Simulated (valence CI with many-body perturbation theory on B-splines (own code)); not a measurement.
E1 line list for Ir⁴⁺

Level of theory: valence CI with perturbative core correlation (CI+MBPT): five valence electrons over a frozen Dirac-Fock core [Xe] 4f14, radial functions for each j: 7 s, 7 p, 8 d, 6 f, 4 g, 1 h, with the one-electron correlation potential Σ1, the two-electron term Σ2, the three-electron term Σ3, Breit, model QED; selected CI, second order for the rest, scaled by the run's own slope (own B-spline code, finite nucleus).

No measured spectrum was set against this ion. As an estimate, terms of the open shell hold to 2 to 4 % of their energy, and close levels can change places; different configurations can be misplaced against each other by 1,000 to 8,000 cm⁻¹. Among the levels kept, up to 2200 cm⁻¹ of a level comes from second order outside the variational space, and about a tenth of that is noise between levels of different J, which matters for small intervals.

Lines 151 to 200 of 551 in falling wavelength, among levels below 25.811 eV, chosen from the strongest by gf and those to the six lowest levels. Wavelengths and rates use the calculated energies, so an error of 2000 cm⁻¹ moves a line at 122.1 nm by 2.4 % and its rate by three times that or more. Electric multipoles are in the length gauge, E1 and E2 with the static RPA response of the core. Weak lines are less certain than strong ones. Lines between different terms over intervals too small for the method are left out, as are lines whose strength nearly cancels. Where a level lies close to another of its J and parity, the split of strength between their lines is uncertain. The highest levels of a list are the least certain.

Names give the largest LS component (configuration and term), which can be under half, so a name can repeat, a term be missing and a line seem to break the LS rules; names also repeat where a configuration has a term twice. Letters in brackets count levels of one name in rising energy.

```tsv
λ vac (nm)	Upper	Lower	A (s⁻¹)	S (a.u.) with core polarisation	S without
122.1	5d⁴6p ²D°_3/2 [d]	5d⁴6s ²F_5/2 [a]	2.49e+08	8.95e-01	1.05e+00
121.8	5d⁴6p ²I°_11/2	5d⁴6s ²I_11/2	1.86e+08	1.99e+00	2.35e+00
121.3	5d⁴6p ²H°_9/2 [b]	5d⁴6s ²G_7/2 [b]	4.09e+08	3.60e+00	4.21e+00
121.0	5d⁴6p ²F°_5/2 [c]	5d⁴6s ²D_5/2 [a]	1.67e+08	8.75e-01	1.03e+00
120.9	5d⁴6p ⁴F°_9/2 [d]	5d⁴6s ⁴D_7/2 [b]	1.01e+08	8.84e-01	1.04e+00
120.8	5d⁴6p ²G°_7/2 [e]	5d⁴6s ²D_5/2 [a]	1.93e+08	1.34e+00	1.57e+00
120.8	5d⁴6p ⁴D°_5/2 [a]	5d⁴6s ⁴D_5/2 [a]	3.87e+08	2.02e+00	2.36e+00
120.6	5d⁴6p ²F°_7/2 [c]	5d⁴6s ²G_7/2 [a]	2.69e+08	1.86e+00	2.18e+00
120.6	5d⁴6p ⁴D°_5/2 [b]	5d⁴6s ⁴D_5/2 [b]	2.68e+08	1.39e+00	1.62e+00
120.5	5d⁴6p ²D°_5/2	5d⁴6s ²G_7/2 [a]	2.11e+08	1.09e+00	1.28e+00
120.3	5d⁴6p ²F°_5/2 [c]	5d⁴6s ²G_7/2 [b]	2.96e+08	1.53e+00	1.79e+00
120.1	5d⁴6p ²F°_7/2 [d]	5d⁴6s ²D_5/2 [a]	3.24e+08	2.22e+00	2.59e+00
120.1	5d⁴6p ⁴D°_1/2 [b]	5d⁴6s ⁴D_3/2 [a]	7.44e+08	1.27e+00	1.48e+00
120.1	5d⁴6p ²G°_7/2 [e]	5d⁴6s ²G_7/2 [b]	2.39e+08	1.64e+00	1.91e+00
120.1	5d⁴6p ²F°_5/2 [d]	5d⁴6s ²D_5/2 [a]	2.44e+08	1.25e+00	1.47e+00
119.9	5d⁴6p ²I°_11/2	5d⁴6s ⁴G_9/2	1.30e+08	1.33e+00	1.56e+00
119.8	5d⁴6p ²I°_13/2 [b]	5d⁴6s ²I_11/2	5.63e+08	6.70e+00	7.82e+00
119.8	5d⁴6p ²H°_11/2 [c]	5d⁴6s ⁴G_11/2	2.90e+08	2.95e+00	3.46e+00
119.5	5d⁴6p ²K°_13/2	5d⁴6s ⁴H_13/2	7.77e+07	9.16e-01	1.09e+00
119.5	5d⁴6p ⁴H°_13/2 [b]	5d⁴6s ²I_13/2	2.02e+08	2.38e+00	2.81e+00
119.3	5d⁴6p ⁴F°_9/2 [c]	5d⁴6s ⁴H_11/2	1.20e+08	1.01e+00	1.20e+00
119.2	5d⁴6p ²F°_7/2 [e]	5d⁴6s ²F_5/2 [a]	1.23e+08	8.22e-01	9.64e-01
118.8	5d⁴6p ⁴D°_3/2 [d]	5d⁴6s ⁴P_1/2 [a]	3.02e+08	1.00e+00	1.18e+00
118.8	5d⁴6p ⁴G°_5/2 [c]	5d⁴6s ⁴G_7/2	2.62e+08	1.30e+00	1.52e+00
118.2	5d⁴6p ⁴D°_7/2 [b]	5d⁴6s ⁴G_7/2	1.41e+08	9.18e-01	1.07e+00
118.1	5d⁴6p ⁴F°_9/2 [b]	5d⁴6s ⁴H_9/2 [a]	9.82e+07	8.00e-01	9.34e-01
118.1	5d⁴6p ²G°_7/2 [b]	5d⁴6s ⁴H_9/2 [b]	1.46e+08	9.48e-01	1.12e+00
118.1	5d⁴6p ⁴D°_5/2 [c]	5d⁴6s ⁴G_5/2	1.70e+08	8.30e-01	9.76e-01
118.1	5d⁴6p ⁴D°_7/2 [a]	5d⁴6s ⁴D_5/2 [a]	1.99e+08	1.29e+00	1.50e+00
118.0	5d⁴6p ²G°_9/2 [a]	5d⁴6s ²I_11/2	1.81e+08	1.47e+00	1.71e+00
118.0	5d⁴6p ²D°_3/2 [c]	5d⁴6s ⁴D_3/2 [b]	3.27e+08	1.06e+00	1.24e+00
117.9	5d⁴6p ⁴D°_7/2 [a]	5d⁴6s ⁴H_9/2 [a]	1.46e+08	9.44e-01	1.11e+00
117.8	5d⁴6p ⁴F°_9/2 [d]	5d⁴6s ⁴G_9/2	1.40e+08	1.13e+00	1.32e+00
117.7	5d⁴6p ⁴G°_5/2 [c]	5d⁴6s ⁴D_7/2 [a]	2.25e+08	1.09e+00	1.27e+00
117.3	5d⁴6p ⁴G°_9/2 [c]	5d⁴6s ²H_9/2	1.72e+08	1.37e+00	1.61e+00
117.2	5d⁴6p ²H°_9/2 [b]	5d⁴6s ²G_7/2 [a]	1.52e+08	1.21e+00	1.42e+00
117.1	5d⁴6p ⁴D°_7/2 [b]	5d⁴6s ⁴D_7/2 [a]	4.87e+08	3.09e+00	3.60e+00
117.0	5d⁴6p ⁴G°_11/2 [b]	5d⁴6s ²H_9/2	8.99e+08	8.53e+00	9.98e+00
117.0	5d⁴6p ²F°_7/2 [e]	5d⁴6s ²G_7/2 [b]	3.26e+08	2.06e+00	2.41e+00
116.9	5d⁴6p ⁴I°_11/2	5d⁴6s ⁶D_9/2	9.22e+07	8.73e-01	1.03e+00
116.9	5d⁴6p ⁴G°_9/2 [a]	5d⁴6s ⁴D_7/2 [a]	1.05e+08	8.25e-01	9.52e-01
116.9	5d⁴6p ²H°_11/2 [b]	5d⁴6s ²I_11/2	3.97e+08	3.76e+00	4.39e+00
116.6	5d⁴6p ²G°_7/2 [b]	5d⁴6s ⁴G_5/2	2.91e+08	1.82e+00	2.12e+00
115.9	5d⁴6p ²K°_13/2	5d⁴6s ⁴H_11/2	2.78e+08	2.99e+00	3.52e+00
115.6	5d⁴6p ²I°_11/2	5d⁴6s ⁴H_9/2 [b]	1.56e+08	1.43e+00	1.66e+00
115.6	5d⁴6p ²G°_7/2 [d]	5d⁴6s ⁴P_5/2 [a]	3.48e+08	2.12e+00	2.48e+00
115.5	5d⁴6p ²F°_7/2 [d]	5d⁴6s ²G_7/2 [a]	2.92e+08	1.78e+00	2.07e+00
115.4	5d⁴6p ⁴G°_9/2 [b]	5d⁴6s ⁴G_7/2	7.25e+08	5.50e+00	6.44e+00
115.2	5d⁴6p ⁴G°_9/2 [c]	5d⁴6s ⁴F_7/2 [a]	6.09e+08	4.59e+00	5.39e+00
115.1	5d⁴6p ²H°_11/2 [b]	5d⁴6s ⁴G_9/2	6.76e+08	6.10e+00	7.15e+00
```
